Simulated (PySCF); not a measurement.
**Two-dimensional NMR puzzle**

Compound of formula C₆H₁₃FSi₂. Correlations simulated from computed shifts and the bond graph:

HSQC (one-bond C–H):
| δH | δC |
| --- | --- |
| 6.47 | 144.6 |
| 5.57 | 92.5 |
| 2.60 | 26.6 |
| 1.60 | 26.6 |
| 0.83 | 3.9 |
| 0.67 | 3.9 |
| 0.29 | -3.3 |

COSY cross peaks (H two or three bonds apart, from the bond graph; peaks can be absent where the dihedral angle is near 90°):
| δH | δH |
| --- | --- |
| 6.47 | 2.60 |
| 6.47 | 1.60 |
| 5.57 | 4.34 |
| 5.57 | 3.84 |
| 4.77 | 4.22 |
| 4.77 | 0.29 |
| 4.34 | 3.84 |
| 4.34 | 0.83 |
| 4.34 | 0.67 |
| 4.22 | 0.29 |
| 3.84 | 0.83 |
| 3.84 | 0.67 |
| 2.60 | 1.60 |
| 2.60 | 0.83 |
| 2.60 | 0.67 |
| 1.60 | 0.83 |
| 1.60 | 0.67 |
| 0.83 | 0.67 |

HMBC (two and three bonds, from the bond graph):
| δH | δC |
| --- | --- |
| 6.47 | 153.1, 92.5, 26.6, 3.9 |
| 5.57 | 153.1, 144.6, 3.9 |
| 4.77 | 153.1, 144.6, 92.5, -3.3 |
| 4.34 | 153.1, 92.5, 26.6, 3.9 |
| 4.22 | 153.1, 144.6, 92.5, -3.3 |
| 3.84 | 153.1, 92.5, 26.6, 3.9 |
| 2.60 | 153.1, 144.6, 3.9 |
| 1.60 | 153.1, 144.6, 3.9 |
| 0.83 | 144.6, 92.5, 26.6 |
| 0.67 | 144.6, 92.5, 26.6 |
| 0.29 | 153.1 |

Carbons without hydrogens: δ 153.1.

Method: σ from GIAO-PBE0/pcSseg-1, geometry: GFN2-xTB, in PySCF 2.14.0 with density-fitted response routines (no relativistic terms, a single conformation, in vacuum, fast rotation and ring inversion assumed for equivalent nuclei).

Shifts are taken against calculated references (same method and geometry level): 1H (31.72 ppm), 13C (186.93 ppm) against TMS.

Exchangeable hydrogens are left out of these lists.

Question: Assemble the structure.

Answer: SMILES C[SiH2]C1=CCC[SiH2][C@@H]1F.

Atom-mapped SMILES (the numbers label the heavy atoms): `[CH3:1][SiH2:2][C:3]1=[CH:4][CH2:5][CH2:6][SiH2:7][C@@H:8]1[F:9]` (H(Xn): hydrogen on atom n). Ha(C5), Ha(C6), Ha(Si7) are cis to F9 on the ring; Ha(Si2) is pro-R; Hb(Si2) is pro-S; Hb(C5), Hb(C6), Hb(Si7) are trans to F9 on the ring.

1. δC 153.1 is C3, a fully substituted alkene carbon.
2. δC 144.6 is C4, an alkene CH (δH 6.47).
3. δC 92.5 is C8, an allylic sp3 CH bonded to F and Si (δH 5.57).
4. δC 26.6 is C5, an allylic sp3 CH2 (δH 2.60, 1.60).
5. δC 3.9 is C6, an sp3 CH2 bonded to Si (δH 0.83, 0.67).
6. δC -3.3 is C1, a methyl carbon bonded to Si (δH 0.29).
7. HMBC from δH 6.47 reaches the proton-free carbon C3.
8. HMBC from δH 5.57 reaches the proton-free carbon C3.
9. HMBC from δH 4.77 reaches the proton-free carbon C3.
10. HMBC from δH 4.34 reaches the proton-free carbon C3.
11. COSY links 6.47–2.60, 6.47–1.60, 5.57–4.34, 5.57–3.84, 4.77–4.22, 4.77–0.29.

The data come from this structure; uniqueness wasn't tested.

Shifts are as computed. Against solution values, carbons near 30 ppm lie about +3 ppm off and those near 130 ppm about +5 ppm. Of 1309 compounds with measured shifts, 239 miss one by over three times the rms of a fit or turn the order of signals round; such compounds aren't used in these exercises.
